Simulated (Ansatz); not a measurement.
`CC[Si]O` + `O[SiH3]` → `O[Si]O[SiH3]` + `CC`  (ligand exchange at the Si–C bond)

Calculated with Ansatz (gas phase, PBE0-D4/def2-TZVP geometries, no zero-point term in ΔE). CCSD(T)/CBS is the MP2 limit (def2-TZVPP, def2-QZVPP) plus CCSD(T) − MP2 in def2-TZVPP, frozen cores. This one scheme is used for every species. Each species was taken in one conformer, which may not be the lowest.

```json
{"species": "`CC[Si]O`", "CCSD(T)/CBS(def2) energy (Eh)": "-443.97447"}
{"species": "`O[SiH3]`", "CCSD(T)/CBS(def2) energy (Eh)": "-366.69042"}
{"species": "`O[Si]O[SiH3]`", "CCSD(T)/CBS(def2) energy (Eh)": "-731.01400"}
{"species": "`CC`", "CCSD(T)/CBS(def2) energy (Eh)": "-79.71954"}
```

Problem. Work out ΔE.

Solution. ΔE = (-731.01400) + (-79.71954) − (-443.97447) − (-366.69042) = -0.06865 Eh = -43.1 kcal/mol.

Largest T1 diagnostic among the species: 0.014.

Leaving LDA and LC-ωPBE aside and taking each functional with its dispersion term where it has one, the values, not all of them listed here, spread over 6.1 kcal/mol, from BHLYP-D4 to revPBE-D4. LDA lies +0.8 kcal/mol from PBE without D4. From BLYP to BHLYP (50 % exact exchange), in def2-TZVPP and without D4, ΔE moves by −1.7 kcal/mol. In def2-TZVPP, CCSD(T) changes the Hartree–Fock value by +4.9 kcal/mol (the triples alone add +0.6 kcal/mol) and MP2 by +4.2 kcal/mol.
